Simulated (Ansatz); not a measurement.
Basis-set extrapolation for `SC[SiH]1CN1` (PBE0-D4/def2-TZVP geometry, frozen core, Ansatz 0.2.0). Multiplicity 1, RHF reference.

```
                      def2-TZVPP   def2-QZVPP
                 HF  -820.764474  -820.791426
    MP2 correlation    -0.851128    -0.912348
CCSD(T) correlation    -0.942821      not run
```

Energies in hartree. Use E(X) = E(∞) + A·exp(−7.88·√X) for Hartree–Fock and E(X) = E(∞) + B·X^(−2.97) for correlation, with X = 3 and 4, and add CCSD(T) minus MP2 of the smaller set to the MP2 limit.

Task: What is the CCSD(T) energy at the basis-set limit?

Result: HF limit: -820.791426 + (-0.026952) × 0.13774 = -820.79514. MP2 limit: -0.912348 + (-0.061220) × 0.74074 = -0.95770. Higher-order term: -0.942821 − (-0.851128) = -0.09169. Total: -821.84453 hartree, 86.1 kcal/mol below CCSD(T)/def2-TZVPP.
